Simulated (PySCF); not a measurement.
How methods differ on the excitation energy of Se

Se [Ar] 3d10 4s2 4p4 (3P) → Se [Ar] 3d10 4s1 4p5 (3P), as a difference of total energies. Calculation: PySCF 2.14, in aug-cc-pVTZ-PP with one added diffuse shell each of s, d, f type with ECP10MDF (7s5p5d3f, 68 functions); a scalar-relativistic core potential. Correlated levels: valence: 3s2 3p6 3d10 frozen. The calculations carry no spin-orbit coupling.

| method | excitation energy (eV) |
| --- | --- |
| UHF | 11.736 |
| MP2 (valence) | 10.855 |
| SCS-MP2 (valence) | 10.744 |
| CCSD (valence) | 9.750 |
| CCSD(T) (valence) | 8.844 |

Question: How much does correlation contribute at CCSD(T) (valence)?

Answer: 8.844 − (11.736) = -2.892 eV, measured against UHF.

The upper state lies above the first ionisation limit, where it may autoionise and the basis confines it.

The coupled-cluster amplitudes are large for the upper state (T1 above 0.03 or a double amplitude above 0.15), so a single reference is strained.
